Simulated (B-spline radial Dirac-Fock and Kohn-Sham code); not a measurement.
Z = 30 (zinc), transition energy 548 keV. Method: a Dirac-Hartree-Slater potential of the neutral atom with a Latter tail (no hole, which puts coefficients of high multipoles low close above an edge), finite nucleus with surface currents. Computed with a radial atomic solver. Subshells that would emit electrons below 1 keV are left out.

**Question.** A pure transition shows α(K) = 0.00380, L1/L2 = 16.2 and L1/L3 = 22.3. What is its multipolarity?
A. E2
B. E3
C. E1
D. M3
E. M2
F. M1
G. E4
H. M4

**Answer.** B. For comparison, α(K), L1/L2, L1/L3 are E1 0.000424, 99.1, 52.2; E2 0.00135, 38.0, 36.1; E4 0.0103, 8.38, 14.0; M1 0.000813, 72.1, 130; M2 0.00248, 40.3, 101; M3 0.00700, 25.7, 45.4; M4 0.0194, 17.8, 22.2.
